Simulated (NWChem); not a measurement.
System: C2H4FNSi; SMILES N#C[C@@H](F)[SiH3]

Input file for NWChem:

```
start job
memory heap 200 mb stack 900 mb global 1100 mb
geometry units angstroms noautosym nocenter noautoz
  N      0.796092    -2.341100     0.169704
  C      0.224668    -1.372340    -0.104949
  C     -0.455271    -0.122602    -0.428743
  F     -1.667440    -0.045030     0.222207
  Si     0.602692     1.410767     0.067379
  H     -0.637331    -0.106247    -1.518838
  H      0.829096     1.368218     1.536780
  H     -0.179596     2.617852    -0.318117
  H      1.889447     1.351018    -0.681765
end
basis spherical
  * library 6-31g*
end
dft
  xc b3lyp
  iterations 150
end
property
  shielding
end
task dft property
```

Structure relaxed at the PBE0/def2-SVP level.

GIAO values for the isolated, static molecule; σ is the absolute isotropic shielding, δ = σ(reference) − σ with the isolated reference molecule computed at the same levels (13C: tetramethylsilane, 19F: trichlorofluoromethane, 1H: tetramethylsilane, 15N: ammonia, 29Si: tetramethylsilane).

Atoms are numbered as in the input.

Problem. Predict the main results of this run. (B3LYP/6-31G* (spherical d), GIAO.) Quantities: δ N1 (ppm); δ C2 (ppm); δ C3 (ppm); δ F4 (ppm); δ Si5 (ppm); δ H6 (ppm); δ H7 (rotor mean) (ppm).

Solution. 
```json
{
  "δ N1 (ppm)": "274.2",
  "δ C2 (ppm)": "104.2",
  "δ C3 (ppm)": "66.2",
  "δ F4 (ppm)": "-244.0",
  "δ Si5 (ppm)": "-27.3",
  "δ H6 (ppm)": "4.94",
  "δ H7 (rotor mean) (ppm)": "4.23"
}
```
